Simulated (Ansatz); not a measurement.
Consider the redistribution: `BO[SiH3]` + `[CH3][AlH][CH2]F` → `[CH3][AlH][SiH3]` + `BOCF`.

Calculated with Ansatz (gas phase, PBE0-D4/def2-TZVP geometries, no zero-point term in ΔE). CCSD(T)/CBS adds triple-zeta CCSD(T) − MP2 to the extrapolated MP2 energy (def2 sets, frozen cores). DFT in def2-TZVPP. HSE06 is defined as in plane-wave codes. Each species was taken in one conformer, which may not be the lowest.

```tsv
level	ΔE (kJ/mol)	difference from CCSD(T)/CBS
r2SCAN-D4	96.3	-9.7
r2SCAN0-D4	97.5	-8.5
HSE06-D4	84.5	-21.5
CAM-B3LYP-D4	107.1	1.1
PBE-QIDH	95.8	-10.2
PBE	80.0	-26.0
revPBE	81.2	-24.8
PBE0	84.7	-21.3
r2SCANh	96.9	-9.1
MP2/def2-SVP	86.2	-19.8
SCS-MP2/def2-TZVPP	111.8	5.8
CCSD/def2-TZVPP	101.1	-4.9
CCSD(T)/def2-TZVPP	98.2	-7.8
HF/def2-QZVPP	114.6	8.6
MP2/def2-QZVPP	116.8	10.8
SCS-MP2/def2-QZVPP	117.1	11.1
CCSD(T)/CBS	106.0	0
```

Largest T1 diagnostic among the species: 0.013.

Leaving LDA and LC-ωPBE aside and taking each functional with its dispersion term where it has one, the values, not all of them listed here, spread over 29.1 kJ/mol, from PBE-D4 to BHLYP-D4. LDA lies −6.3 kJ/mol from PBE without D4. From BLYP to BHLYP (50 % exact exchange), in def2-TZVPP and without D4, ΔE moves by +7.8 kJ/mol.
